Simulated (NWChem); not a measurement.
C5H3F; SMILES C#CC(F)=C=C

```xyz
9

C      0.9417     2.3387     0.0000
C      0.3321     1.2752     0.0000
C     -0.3789     0.0424     0.0000
F     -1.7352     0.1501     0.0000
C      0.2050    -1.1526     0.0000
C      0.8088    -2.3195     0.0000
H      1.4806     3.2760     0.0000
H      1.0743    -2.8352     0.9416
H      1.0743    -2.8352    -0.9416
```
Atoms are numbered in this order, from 1.

Level: PBE-D3(BJ)/def2-SVP (NWChem), optimised geometry, unscaled harmonic frequencies. 

List the harmonic frequencies with IR intensities, and the thermochemistry.


| frequency (cm⁻¹) | IR intensity (km/mol) |
|---|---|
| 124 | 1.7 |
| 199 | 3.8 |
| 235 | 0.1 |
| 307 | 0.1 |
| 511 | 8.8 |
| 575 | 13.0 |
| 578 | 0.9 |
| 593 | 9.2 |
| 608 | 34.2 |
| 685 | 27.4 |
| 729 | 11.9 |
| 868 | 34.8 |
| 949 | 0.0 |
| 1189 | 192.9 |
| 1249 | 32.2 |
| 1409 | 32.9 |
| 2012 | 10.3 |
| 2149 | 4.8 |
| 3034 | 4.7 |
| 3115 | 0.1 |
| 3407 | 91.3 |

| Quantity | Result |
|---|---|
| zero-point energy | 35.0 kcal/mol |
| thermal correction to the enthalpy at 298.15 K (with zero-point energy) | 39.6 kcal/mol |
| heat capacity Cv | 21.7 cal/(mol K) |
| entropy at 298.15 K and 1 atm (symmetry number 1) | 77.8 cal/(mol K) |
| dipole moment | 1.77 D |

Rigid rotor and harmonic oscillator.
